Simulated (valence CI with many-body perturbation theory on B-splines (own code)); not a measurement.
Nd38+: M1 decay

Method: configuration interaction combined with many-body perturbation theory (CI+MBPT): four valence electrons over a frozen Dirac-Fock core [Ar], radial functions for each j: 9 s, 9 p, 10 d, 8 f, 5 g, 3 h, 1 i, with the one-electron correlation potential Σ1, the two-electron term Σ2, the three-electron term Σ3, Breit, model QED; selected CI, second order for the rest (own B-spline code, finite nucleus).

No measured spectrum was set against this ion. As an estimate, large intervals hold to a few tenths of a per cent, small ones and those within an open d or f shell to about a per cent. Only levels of the ground parity were solved; by the run's estimate the other parity begins above the list, which can be wrong where configurations are misplaced.

Lines 51 to 100 of 120 in falling wavelength, among levels below 1176800 cm⁻¹, chosen from the decays that carry over 1 % of a level's rate. Wavelengths and rates use the calculated energies. S is in atomic units (e²a₀⁴ for E2 and M2, e²a₀⁶ for E3), for M1 in squared Bohr magnetons. Weak lines are less certain than strong ones. Lines between different terms over intervals too small for the method are left out, as are lines whose strength nearly cancels. The highest levels of a list are the least certain.

Levels are named by their leading jj configuration (3d3/2^4 stands for four electrons in 3d with j = 3/2), which in mixed levels can hold well under half, so a name can repeat and another be missing. Letters in brackets count levels of one name in rising energy.

| λ vac (Å) | Upper | Lower | Type | A (s⁻¹) | S (a.u.) |
| --- | --- | --- | --- | --- | --- |
| 460.4 | (3d3/2 3d5/2^3) J=3 [a] | (3d3/2^2 3d5/2^2) J=3 [a] | M1 | 1.45e+05 | 3.67e+00 |
| 455.3 | (3d3/2^2 3d5/2^2) J=1 | (3d3/2^3 3d5/2) J=2 | M1 | 1.73e+05 | 1.82e+00 |
| 450.4 | (3d3/2 3d5/2^3) J=5 | (3d3/2^2 3d5/2^2) J=5 | M1 | 5.25e+04 | 1.96e+00 |
| 450.3 | (3d3/2 3d5/2^3) J=2 [a] | (3d3/2^2 3d5/2^2) J=2 [b] | M1 | 6.31e+04 | 1.07e+00 |
| 449.5 | (3d3/2^2 3d5/2^2) J=4 [b] | (3d3/2^3 3d5/2) J=3 | M1 | 2.34e+04 | 7.08e-01 |
| 442.6 | (3d3/2 3d5/2^3) J=2 [a] | (3d3/2^2 3d5/2^2) J=3 [b] | M1 | 9.11e+04 | 1.46e+00 |
| 440.5 | (3d3/2 3d5/2^3) J=3 [a] | (3d3/2^2 3d5/2^2) J=2 [a] | M1 | 1.95e+05 | 4.33e+00 |
| 438.8 | (3d3/2^2 3d5/2^2) J=3 [b] | (3d3/2^3 3d5/2) J=3 | M1 | 1.24e+04 | 2.71e-01 |
| 436.5 | (3d3/2 3d5/2^3) J=4 [a] | (3d3/2^2 3d5/2^2) J=3 [a] | M1 | 6.94e+04 | 1.92e+00 |
| 435.3 | (3d3/2 3d5/2^3) J=6 | (3d3/2^2 3d5/2^2) J=5 | M1 | 8.65e+04 | 3.44e+00 |
| 431.5 | (3d3/2^2 3d5/2^2) J=2 [b] | (3d3/2^3 3d5/2) J=3 | M1 | 6.56e+02 | 9.77e-03 |
| 431.5 | (3d3/2 3d5/2^3) J=3 [c] | (3d3/2^2 3d5/2^2) J=4 [c] | M1 | 6.03e+04 | 1.26e+00 |
| 430.2 | (3d3/2 3d5/2^3) J=3 [b] | (3d3/2^2 3d5/2^2) J=2 [b] | M1 | 4.31e+04 | 8.92e-01 |
| 423.2 | (3d3/2 3d5/2^3) J=3 [b] | (3d3/2^2 3d5/2^2) J=3 [b] | M1 | 8.85e+04 | 1.74e+00 |
| 419.9 | (3d3/2^2 3d5/2^2) J=2 [a] | (3d3/2^3 3d5/2) J=1 | M1 | 1.90e+05 | 2.61e+00 |
| 416.2 | (3d3/2 3d5/2^3) J=0 | (3d3/2^2 3d5/2^2) J=1 | M1 | 1.87e+05 | 4.99e-01 |
| 414.8 | (3d3/2 3d5/2^3) J=4 [b] | (3d3/2^2 3d5/2^2) J=4 [c] | M1 | 9.97e+04 | 2.37e+00 |
| 413.7 | (3d3/2 3d5/2^3) J=3 [b] | (3d3/2^2 3d5/2^2) J=4 [b] | M1 | 3.19e+04 | 5.86e-01 |
| 409.2 | (3d3/2 3d5/2^3) J=4 [a] | (3d3/2^2 3d5/2^2) J=4 [a] | M1 | 1.54e+05 | 3.53e+00 |
| 408.7 | (3d3/2^2 3d5/2^2) J=4 [b] | (3d3/2^3 3d5/2) J=4 | M1 | 1.04e+03 | 2.36e-02 |
| 406.6 | (3d3/2 3d5/2^3) J=3 [c] | (3d3/2^2 3d5/2^2) J=2 [c] | M1 | 5.70e+04 | 9.95e-01 |
| 402.0 | (3d3/2^2 3d5/2^2) J=2 [d] | (3d3/2^2 3d5/2^2) J=3 [a] | M1 | 1.28e+03 | 1.54e-02 |
| 399.8 | (3d3/2^2 3d5/2^2) J=3 [b] | (3d3/2^3 3d5/2) J=4 | M1 | 8.91e+04 | 1.48e+00 |
| 399.7 | (3d3/2 3d5/2^3) J=1 [b] | (3d3/2^2 3d5/2^2) J=2 [c] | M1 | 8.39e+04 | 5.96e-01 |
| 399.0 | (3d5/2^4) J=4 | (3d3/2 3d5/2^3) J=4 [a] | M1 | 1.68e+05 | 3.57e+00 |
| 393.1 | (3d3/2^2 3d5/2^2) J=3 [b] | (3d3/2^3 3d5/2) J=2 | M1 | 5.23e+03 | 8.24e-02 |
| 387.6 | (3d3/2 3d5/2^3) J=1 [a] | (3d3/2^2 3d5/2^2) J=2 [a] | M1 | 1.79e+05 | 1.16e+00 |
| 387.3 | (3d3/2^2 3d5/2^2) J=2 [b] | (3d3/2^3 3d5/2) J=2 | M1 | 2.10e+04 | 2.27e-01 |
| 386.7 | (3d3/2^2 3d5/2^2) J=2 [d] | (3d3/2^2 3d5/2^2) J=2 [a] | M1 | 1.23e+03 | 1.32e-02 |
| 383.7 | (3d3/2 3d5/2^3) J=2 [a] | (3d3/2^2 3d5/2^2) J=1 | M1 | 5.97e+04 | 6.25e-01 |
| 380.9 | (3d5/2^4) J=4 | (3d3/2 3d5/2^3) J=3 [a] | M1 | 1.74e+05 | 3.21e+00 |
| 379.8 | (3d3/2 3d5/2^3) J=5 | (3d3/2^2 3d5/2^2) J=4 [a] | M1 | 2.77e+04 | 6.19e-01 |
| 361.3 | (3d3/2 3d5/2^3) J=2 [b] | (3d3/2^2 3d5/2^2) J=2 [c] | M1 | 7.70e+04 | 6.73e-01 |
| 357.4 | (3d3/2 3d5/2^3) J=1 [a] | (3d3/2^2 3d5/2^2) J=0 [a] | M1 | 1.91e+05 | 9.71e-01 |
| 329.0 | (3d3/2^2 3d5/2^2) J=2 [c] | (3d3/2^3 3d5/2) J=3 | M1 | 2.09e+05 | 1.38e+00 |
| 328.5 | (3d3/2 3d5/2^3) J=2 [a] | (3d3/2^2 3d5/2^2) J=3 [a] | M1 | 1.04e+05 | 6.86e-01 |
| 321.5 | (3d5/2^4) J=4 | (3d3/2^2 3d5/2^2) J=4 [c] | M1 | 9.18e+04 | 1.02e+00 |
| 317.7 | (3d3/2 3d5/2^3) J=3 [b] | (3d3/2^2 3d5/2^2) J=3 [a] | M1 | 2.71e+04 | 2.25e-01 |
| 314.4 | (3d3/2^2 3d5/2^2) J=4 [c] | (3d3/2^3 3d5/2) J=3 | M1 | 5.18e+04 | 5.37e-01 |
| 310.2 | (3d3/2 3d5/2^3) J=1 [b] | (3d3/2^2 3d5/2^2) J=2 [b] | M1 | 6.70e+03 | 2.22e-02 |
| 308.0 | (3d3/2 3d5/2^3) J=3 [b] | (3d3/2^2 3d5/2^2) J=2 [a] | M1 | 6.59e+03 | 5.00e-02 |
| 305.4 | (3d3/2 3d5/2^3) J=3 [c] | (3d3/2^2 3d5/2^2) J=4 [b] | M1 | 9.18e+03 | 6.79e-02 |
| 303.0 | (3d3/2 3d5/2^3) J=3 [b] | (3d3/2^2 3d5/2^2) J=4 [a] | M1 | 3.64e+04 | 2.63e-01 |
| 302.7 | (3d3/2^2 3d5/2^2) J=2 [b] | (3d3/2^3 3d5/2) J=1 | M1 | 1.46e+04 | 7.51e-02 |
| 302.7 | (3d3/2^2 3d5/2^2) J=2 [c] | (3d3/2^3 3d5/2) J=2 | M1 | 4.54e+04 | 2.34e-01 |
| 301.9 | (3d3/2 3d5/2^3) J=4 [b] | (3d3/2^2 3d5/2^2) J=3 [b] | M1 | 6.58e+04 | 6.04e-01 |
| 286.5 | (3d3/2 3d5/2^3) J=2 [b] | (3d3/2^2 3d5/2^2) J=2 [b] | M1 | 1.01e+04 | 4.39e-02 |
| 283.4 | (3d3/2 3d5/2^3) J=2 [b] | (3d3/2^2 3d5/2^2) J=3 [b] | M1 | 3.33e+04 | 1.41e-01 |
| 279.5 | (3d3/2^2 3d5/2^2) J=0 [b] | (3d3/2^2 3d5/2^2) J=1 | M1 | 6.49e+04 | 5.25e-02 |
| 277.1 | (3d3/2 3d5/2^3) J=1 [b] | (3d3/2^2 3d5/2^2) J=1 | M1 | 4.39e+04 | 1.04e-01 |
